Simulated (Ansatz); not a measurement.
`O[AsH][SiH3]` + H₂O → `O[AsH]O` + SiH₄ at 700 K and 1 bar (formal hydrolysis of the As–Si bond).

Gas-phase electronic energies from Ansatz, PBE0-D4/def2-TZVP geometries. CCSD(T)/CBS is the MP2 limit (def2-TZVPP, def2-QZVPP) plus CCSD(T) − MP2 in def2-TZVPP, frozen cores. This one scheme is used for every species. For As outer-core shells are correlated without core-valence functions, which leaves a few kJ/mol of doubt a bond. Scalar relativity is left out up to krypton. One conformer a species, not always the lowest.

```json
{"species": "`O[AsH][SiH3]`", "CCSD(T)/CBS energy (Eh)": "-2602.26090", "H − E (kJ/mol)": "187.7", "S (J/(mol·K))": "423.4"}
{"species": "H₂O", "CCSD(T)/CBS energy (Eh)": "-76.37941", "H − E (kJ/mol)": "80.5", "S (J/(mol·K))": "218.4"}
{"species": "`O[AsH]O`", "CCSD(T)/CBS energy (Eh)": "-2387.17262", "H − E (kJ/mol)": "144.8", "S (J/(mol·K))": "363.5"}
{"species": "SiH₄", "CCSD(T)/CBS energy (Eh)": "-291.46306", "H − E (kJ/mol)": "115.5", "S (J/(mol·K))": "252.9"}
```

H − E and S are ideal-gas, rigid-rotor, harmonic terms from PBE0-D4/def2-TZVP, for one conformer and one mirror image of each species. 1 Eh = 2625.50 kJ/mol, R = 8.31446 J/(mol·K).

Question: By hand: ΔE, ΔH, ΔS and ΔG.

Answer: ΔE = (-2387.17262) + (-291.46306) − (-2602.26090) − (-76.37941) = 0.00463 Eh = 12.2 kJ/mol. Δ(H − E) = 144.8 + 115.5 − 187.7 − 80.5 = -7.9, so ΔH = 4.3 kJ/mol. ΔS = 363.5 + 252.9 − 423.4 − 218.4 = -25.4 J/(mol·K). ΔG = 4.3 − 700 × (-25.4)/1000 = 22.1 kJ/mol.

Question: By hand: the equilibrium constant, and the temperature at which ΔG would vanish if ΔH and ΔS stayed fixed.

Answer: log₁₀ K = −ΔG/(RT ln 10) = -1.6. ΔH and −TΔS have one sign here, so there is no such temperature.

TΔS isn't small against ΔH here. A doubt of 5 kJ/mol in ΔE shifts log₁₀ K by 0.4 here. Other conformers and mirror images would add mixing entropy, several J/(mol·K) or more a flexible species. These are equilibria of isolated gas molecules and say nothing of rates. Largest T1 diagnostic: 0.013 (customary marks: 0.02 for closed shells, 0.045 for open ones).
